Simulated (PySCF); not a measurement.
Rh³⁺ (rhodium, charge +3) across methods

[Kr] 4d6, high-spin 5D determinant. All numbers are calculated (PySCF 2.14, scalar relativity by spin-free X2C-1e, in x2c-TZVPPall with one added diffuse shell each of s, p, d, f type (9s7p7d3f1g, 95 functions)).

| method | E (hartree) | mean ε 4p β (eV) | mean ε 4d α (eV) | mean ε 4d β (eV) | Σ⟨r²⟩ (bohr²) | ⟨S²⟩ |
| --- | --- | --- | --- | --- | --- | --- |
| PW91 | -4781.86 | -84.133 | -40.929 | -38.001 | 26.30 | 6.001 |
| UHF | -4779.28502 | -94.455 | -48.453 | -44.210 | 26.13 | 6.003 |
| r2SCAN | -4781.52 | -84.850 | -41.352 | -38.016 | 26.16 | 6.001 |
| LDA | -4776.26 | -84.345 | -40.957 | -37.969 | 26.34 | 6.000 |
| BLYP | -4781.65 | -83.918 | -40.594 | -37.842 | 26.37 | 6.001 |
| r2SCAN0 | -4781.51 | -87.570 | -43.368 | -39.876 | 26.12 | 6.002 |
| wB97X | -4781.66 | -89.396 | -45.253 | -42.357 | 26.11 | 6.001 |
| PBE0 | -4781.19 | -87.010 | -43.002 | -39.777 | 26.19 | 6.001 |

Estimate the same row for PBE.

E (hartree) = -4781.09; mean ε 4p β (eV) = -84.014; mean ε 4d α (eV) = -40.858; mean ε 4d β (eV) = -37.900; Σ⟨r²⟩ (bohr²) = 26.29; ⟨S²⟩ = 6.001.
